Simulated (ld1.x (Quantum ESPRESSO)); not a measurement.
## O, TM: configuration errors across variants

```
Element                 : O
Generator               : ld1.x (Quantum ESPRESSO) 7.5
Type                    : norm-conserving Troullier–Martins (Kleinman–Bylander form)
Functional              : PBE
Relativity              : scalar-relativistic
Frozen core             : [He]
Valence charge          : 6
Reference configuration : 2s2 2p4
Partial waves           : 2s (bound): rc 0.85 bohr; 3d channel at -0.05 Ry: rc 2.10 bohr; 2p (bound): rc 2.10 bohr
Local potential         : the p channel
Core correction         : a·sin(br)/r model core inside 0.65 bohr
```

All-electron excitation energies from the reference (eV): (1) 2s2 2p3 16.431; (2) 2s2 2p2 50.017; (3) 2s2 2p1 103.886; (4) 2s1 2p4 31.659; (5) 2s2 2p4.3 -2.123; (6) 2s0 2p6 29.937; (7) 2s1 2p5 14.950.

3 further variants failed, have other tests or another functional or relativity, and are left out.

Errors AE − PS in meV (a dash: test not solved or not reliable):

| change | (1) | (2) | (3) | (4) | (5) | (6) | (7) | bound ghosts |
| --- | --- | --- | --- | --- | --- | --- | --- | --- |
| base | +25 | +516 | +2438 | -257 | -3.1 | -62 | -17 | none |
| local potential all-electron potential smoothed inside 0.85 bohr (lloc = -1) | +81 | +696 | +2685 | -178 | +1.3 | -57 | -16 | none |
| wave 3d channel at -0.05 Ry: rc 2.10 bohr becomes 3d channel at 1.66 Ry: rc 2.10 bohr | +25 | +516 | +2438 | -257 | -3.1 | -62 | -17 | none |
| wave 2p (bound): rc 2.10 bohr becomes 2p (bound): rc 1.38 bohr | -3.4 | +56 | +426 | -36 | -0.5 | +55 | +14 | none |
| all radii but the core radius scaled by about 1.08 (s 0.92, p 2.26, d 2.26 bohr) | +50 | +741 | +3229 | -327 | -3.6 | -128 | -34 | none |
| wave 3d channel at -0.05 Ry: rc 2.10 bohr becomes 3d channel at -0.05 Ry: rc 2.06 bohr | +25 | +516 | +2438 | -257 | -3.1 | -62 | -17 | none |
| wave 2s (bound): rc 0.85 bohr becomes 2s (bound): rc 0.70 bohr | +25 | +514 | +2433 | -256 | -3.2 | -65 | -17 | none |
| core correction a·sin(br)/r model core inside 1.06 bohr | +25 | +517 | +2446 | -254 | -3.1 | -68 | -16 | none |
| wave 3d channel at -0.05 Ry: rc 2.10 bohr becomes 3d channel at -0.05 Ry: rc 2.74 bohr | +25 | +516 | +2438 | -257 | -3.1 | -62 | -17 | none |

**Question.** Give the same row for: core correction a·sin(br)/r model core inside 0.68 bohr.

**Answer.** +25, +517, +2442, -256, -3.1, -58, -16; bound ghosts: none.
